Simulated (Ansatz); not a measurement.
CH₃AlClGa (`[Cl][Al]1[CH2][GaH]1`). Total charge 0; spin multiplicity 1. Correlated methods include outer-core shells of Ga, which these sets cover unevenly. Scalar relativity is left out up to krypton.

| atom | x (Å) | y (Å) | z (Å) |
| --- | --- | --- | --- |
| Cl1 | 1.866 | 1.374 | -2.443 |
| Al2 | 0.764 | 0.773 | -0.759 |
| C3 | -0.545 | -0.562 | -0.294 |
| Ga4 | 0.141 | 0.152 | 1.481 |
| H5 | -1.398 | 0.160 | -0.362 |
| H6 | -0.901 | -1.548 | -0.590 |
| H7 | 0.072 | -0.349 | 2.967 |

Task: Give the diagnostics of a CCSD(T)/def2-TZVPP run (frozen core, the Gaussian-basis code of Ansatz). (Estimate.)

Result: Ansatz gave: T1 = 0.0136, largest single amplitude 0.015, largest double 0.064, (T) share of the correlation energy 4.5 %, 12 CCSD cycles. The RHF solution is stable towards an unrestricted one. T1 lies under the customary mark of 0.02 for closed shells.
